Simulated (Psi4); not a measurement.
Psi4 input (wB97X-D/6-31G*):

```
memory 1500 MB

molecule {
-1 1
Si   -2.06583500   -0.68172800    0.00601500
O    -0.70692400   -0.69695900    0.89774100
Si    0.92848700   -0.25068200    0.73511000
Cl    0.60186700    1.97329400    0.48794100
Cl    1.11718200   -0.75464400   -1.47500700
H    -2.15864700    0.43859500   -0.95895100
H    -2.25120400   -1.95306300   -0.74566200
H    -3.23571500   -0.57316500    0.92705300
symmetry c1
no_reorient
no_com
}

set {
  basis 6-31G*
  reference rks
  scf_type pk
  dft_radial_points 99
  dft_spherical_points 590
  e_convergence 1e-8
  d_convergence 1e-7
  maxiter 150
}

e = energy('wb97x-d')
print_out(f'\nFINAL {e:.10f} DIPOLE {variable("CURRENT DIPOLE")[0]:.6f} {variable("CURRENT DIPOLE")[1]:.6f} {variable("CURRENT DIPOLE")[2]:.6f}\n')
```

Output:

```
   => Loading Basis Set <=

    Name: 6-31G*
    Role: ORBITAL
    Keyword: BASIS
    atoms 1, 3 entry SI         line   268 file 6-31gs.gbs
    atoms 2    entry O          line   145 file 6-31gs.gbs
    atoms 4-5  entry CL         line   340 file 6-31gs.gbs
    atoms 6-8  entry H          line    44 file 6-31gs.gbs

   => WB97X-D: Empirical Dispersion <=

    Chai and Head-Gordon Dispersion Correction
    Chai, J.-D.; Head-Gordon, M. (2010), J. Chem. Phys., 132: 6615-6620

        s6 =       1.000000

         ---------------------------------------------------------
                                   SCF
               by Justin Turney, Rob Parrish, Andy Simmonett
                          and Daniel G. A. Smith
                              RKS Reference
         ---------------------------------------------------------

  ==> Geometry <==

    Molecular point group: c1
    Full point group: C1

    Geometry (in Angstrom), charge = -1, multiplicity = 1:

       Center              X                  Y                   Z               Mass
    ------------   -----------------  -----------------  -----------------  -----------------
         SI          -2.065835000000    -0.681728000000     0.006015000000    27.976926534650
         O           -0.706924000000    -0.696959000000     0.897741000000    15.994914619570
         SI           0.928487000000    -0.250682000000     0.735110000000    27.976926534650
         CL           0.601867000000     1.973294000000     0.487941000000    34.968852682000
         CL           1.117182000000    -0.754644000000    -1.475007000000    34.968852682000
         H           -2.158647000000     0.438595000000    -0.958951000000     1.007825032230
         H           -2.251204000000    -1.953063000000    -0.745662000000     1.007825032230
         H           -3.235715000000    -0.573165000000     0.927053000000     1.007825032230

  Running in c1 symmetry.

  Rotational constants: A =      0.06536  B =      0.05166  C =      0.03605 [cm^-1]
  Rotational constants: A =   1959.36457  B =   1548.64704  C =   1080.83891 [MHz]
  Nuclear repulsion =  417.137749003917008

  Charge       = -1
  Multiplicity = 1
  Electrons    = 74
  Nalpha       = 37
  Nbeta        = 37

  ==> Algorithm <==

  SCF Algorithm Type is PK.
  DIIS enabled.
  MOM disabled.
  Fractional occupation disabled.
  Guess Type is SAD.
  Energy threshold   = 1.00e-08
  Density threshold  = 1.00e-07
  Integral threshold = 1.00e-12

  ==> Primary Basis <==

  Basis Set: 6-31G*
    Blend: 6-31G*
    Number of shells: 44
    Number of basis functions: 97
    Number of Cartesian functions: 97
    Spherical Harmonics?: false
    Max angular momentum: 2

  ==> DFT Potential <==

   => LibXC <=

    Version 7.1.2
    S. Lehtola, C. Steigemann, M. J. T. Oliveira, and M. A. L. Marques,  SoftwareX 7, 1–5 (2018) (10.1016/j.softx.2017.11.002)

   => Composite Functional: WB97X-D <=

    wB97X-D Hyb-GGA Exchange-Correlation Functional

    J.-D. Chai and M. Head-Gordon,  Phys. Chem. Chem. Phys. 10, 6615–6620 (2008) (10.1039/B810189B)

    Deriv               =              1
    GGA                 =           TRUE
    Meta                =          FALSE

    Exchange Hybrid     =           TRUE
    MP2 Hybrid          =          FALSE

   => Exchange-Correlation Functionals <=

    1.0000   wB97X-D range-separated functional

   => Exact (HF) Exchange <=

    0.7780            HF,LR [omega = 0.2000]
    0.2220               HF

   => LibXC Density Thresholds  <==

    XC_HYB_GGA_XC_WB97X_D:  1.00E-14

   => Molecular Quadrature <=

    Radial Scheme          =       TREUTLER
    Pruning Scheme         =           NONE
    Nuclear Scheme         =       TREUTLER

    Blocking Scheme        =         OCTREE
    BS radius alpha        =              1
    Pruning alpha          =              1
    Radial Points          =             99
    Spherical Points       =            590
    Total Points           =         438475
    Total Blocks           =           3180
    Max Points             =            256
    Max Functions          =             93
    Weights Tolerance      =       1.00E-15

  ==> Integral Setup <==

  Using in-core PK algorithm.
   Calculation information:
      Number of atoms:                   8
      Number of AO shells:              44
      Number of primitives:            135
      Number of atomic orbitals:        97
      Number of basis functions:        97

      Integral cutoff                 1.00e-12
      Number of threads:                 1

  Performing in-core PK
  Using 33893643 doubles for integral storage.
  We computed 398553 shell quartets total.
  Whereas there are 490545 unique shell quartets.

  Computing range-separated integrals for PK
  We computed 398553 wK shell quartets total.
  Whereas there are 490545 wK unique shell quartets.

  ==> DiskJK: Disk-Based J/K Matrices <==

    J tasked:                  Yes
    K tasked:                  Yes
    wK tasked:                 Yes
    Omega:               2.000E-01
    Schwarz Cutoff:          1E-12


  Cached 33.3% of DFT collocation blocks in 0.287 [GiB].

  Minimum eigenvalue in the overlap matrix is 6.7711468162E-03.
  Reciprocal condition number of the overlap matrix is 1.1173365561E-03.
    Using symmetric orthogonalization.

  ==> Pre-Iterations <==

  SCF Guess: Superposition of Atomic Densities via on-the-fly atomic UHF (no occupation information).

   -------------------------
    Irrep   Nso     Nmo
   -------------------------
     A         97      97
   -------------------------
    Total      97      97
   -------------------------

  ==> Iterations <==

                        Total Energy        Delta E     RMS |[F,P]|

   @RKS iter SAD: -1575.55406763588803   -1.57555e+03   0.00000e+00
   @RKS iter   1: -1576.33796499409982   -7.83897e-01   6.84008e-03 DIIS/ADIIS
   @RKS iter   2: -1576.26429040177027    7.36746e-02   8.59307e-03 DIIS/ADIIS
   @RKS iter   3: -1576.52382520814808   -2.59535e-01   7.94730e-04 DIIS/ADIIS
   @RKS iter   4: -1576.52652181922667   -2.69661e-03   2.02813e-04 DIIS/ADIIS
   @RKS iter   5: -1576.52677282082004   -2.51002e-04   3.84047e-05 DIIS
   @RKS iter   6: -1576.52678610325665   -1.32824e-05   1.16039e-05 DIIS
   @RKS iter   7: -1576.52678741641716   -1.31316e-06   2.92564e-06 DIIS
   @RKS iter   8: -1576.52678755989609   -1.43479e-07   6.98304e-07 DIIS
   @RKS iter   9: -1576.52678756857608   -8.67999e-09   1.65728e-07 DIIS
   @RKS iter  10: -1576.52678756906607   -4.89990e-10   4.46111e-08 DIIS
  Energy and wave function converged.

  ==> Post-Iterations <==

   Electrons on quadrature grid:
      Ntotal   =   74.0000011279 ; deviation = 1.128e-06

    Orbital Energies [Eh]
    ---------------------

    Doubly Occupied:

       1A   -101.507060     2A   -101.505480     3A    -66.161836
       4A    -66.160745     5A    -19.113304     6A     -9.379153
       7A     -9.377635     8A     -7.124052     9A     -7.122619
      10A     -7.120065    11A     -7.119852    12A     -7.118469
      13A     -7.118306    14A     -5.274046    15A     -5.264352
      16A     -3.619439    17A     -3.618221    18A     -3.617862
      19A     -3.609895    20A     -3.609684    21A     -3.604789
      22A     -0.930399    23A     -0.717600    24A     -0.701940
      25A     -0.513507    26A     -0.419775    27A     -0.342525
      28A     -0.334827    29A     -0.321912    30A     -0.277743
      31A     -0.257259    32A     -0.236381    33A     -0.235018
      34A     -0.218183    35A     -0.207997    36A     -0.199625
      37A     -0.125771

    Virtual:

      38A      0.225364    39A      0.242024    40A      0.250505
      41A      0.287079    42A      0.306617    43A      0.320759
      44A      0.351239    45A      0.406560    46A      0.445708
      47A      0.450393    48A      0.466178    49A      0.475697
      50A      0.522412    51A      0.575523    52A      0.616630
      53A      0.648275    54A      0.664868    55A      0.711541
      56A      0.735807    57A      0.770371    58A      0.788652
      59A      0.797835    60A      0.842478    61A      0.846220
      62A      0.853148    63A      0.864824    64A      0.879029
      65A      0.903816    66A      0.910512    67A      0.917652
      68A      0.952168    69A      1.071325    70A      1.117901
      71A      1.156844    72A      1.159283    73A      1.160544
      74A      1.169388    75A      1.178041    76A      1.184763
      77A      1.200218    78A      1.220752    79A      1.331578
      80A      1.347736    81A      1.367854    82A      1.394893
      83A      1.406782    84A      1.441360    85A      1.466733
      86A      1.626648    87A      1.699076    88A      2.087533
      89A      2.107236    90A      2.225491    91A      2.679342
      92A      2.877052    93A      3.146420    94A      3.205079
      95A      3.997454    96A      4.542871    97A      4.571678

    Final Occupation by Irrep:
              A
    DOCC [    37 ]
    NA   [    37 ]
    NB   [    37 ]

  @RKS Final Energy: -1576.52678756906607

   => Energetics <=

    Nuclear Repulsion Energy =            417.1377490039170084
    One-Electron Energy =               -3024.9355629669535119
    Two-Electron Energy =                1109.8905746685450140
    DFT Exchange-Correlation Energy =     -78.6162787969529262
    Empirical Dispersion Energy =          -0.0032694776219407
    VV10 Nonlocal Energy =                  0.0000000000000000
    Total Energy =                      -1576.5267875690660730

Computation Completed

Properties will be evaluated at   0.000000,   0.000000,   0.000000 [a0]

Properties computed using the SCF density matrix

 Multipole Moments:

 ------------------------------------------------------------------------------------
     Multipole            Electronic (a.u.)      Nuclear  (a.u.)        Total (a.u.)
 ------------------------------------------------------------------------------------

 L = 1.  Multiply by 2.5417464519 to convert [e a0] to [Debye]
 Dipole X            :         -1.1260332            0.0000057           -1.1260275
 Dipole Y            :         -0.4251274            0.0000094           -0.4251180
 Dipole Z            :          0.0726438           -0.0000076            0.0726362
 Magnitude           :                                                    1.2057941

 ------------------------------------------------------------------------------------

FINAL -1576.5267875691 DIPOLE -1.126028 -0.425118 0.072636

*** Psi4 exiting successfully. Buy a developer a beer!
```

The dipole moment of an ion depends on the origin.

The geometry given is a B3LYP-D3(BJ)/def2-TZVP minimum.
